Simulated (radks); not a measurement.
The numbers below are computed, except where a source is named.
The barium ion Ba+ inside a hard spherical wall (all orbitals vanish at R), configuration held at [Xe] 6s1 and not refilled when levels cross. Level of theory: scalar-relativistic Kohn-Sham, LDA (Slater exchange, Perdew-Wang correlation), spin-polarised, spherical densities, finite nucleus; open shells are filled with parallel spins first (spin-orbit coupling, left out, can overturn this in heavy ions); Fermi nuclear charge, rms radius 4.8378 fm (a radial shooting solver on a logarithmic mesh with Libxc functionals). Eigenvalues in eV for spin up, with the zero of energy where the potential of the charges vanishes at infinity; a dash marks a level that is unbound or too diffuse for the functional's potential to be trusted. A positive occupied level is held by the wall or, in an anion where self-interaction has pushed it up, behind a barrier. The pressure on the wall is -dE/dV.

R (bohr)  E (hartree)  kinetic (hartree)    e(4d)    e(5s)    e(5p)   e(6s)  e(5d, empty)  e(6p, empty)  pressure (GPa)
free       -8128.7808           8578.436  -95.435  -39.545  -24.520  -8.063        -7.415        -5.318               0
20         -8128.7808           8578.436  -95.435  -39.545  -24.520  -8.063        -7.415        -5.318        < 0.0001
15         -8128.7808           8578.436  -95.435  -39.545  -24.520  -8.063        -7.415        -5.317        < 0.0001
12         -8128.7808           8578.437  -95.429  -39.539  -24.515  -8.058        -7.410        -5.294         0.00144
10         -8128.7800           8578.445  -95.387  -39.499  -24.476  -8.016        -7.376        -5.164          0.0229
7          -8128.7577           8578.585  -94.844  -38.999  -24.004  -7.151        -6.868        -3.427            1.16
6          -8128.7150           8578.793  -94.256  -38.483  -23.523  -5.748        -6.192        -1.093            4.51
3.5        -8127.3702           8584.663  -85.126  -31.367  -15.962  22.759         6.026        35.605             412
3          -8125.6221           8591.587  -77.522  -24.827   -8.232  49.294        17.494        66.179            1400
2.5        -8121.0176           8608.148  -63.888  -10.134    9.475  104.84        42.158        127.55            5540
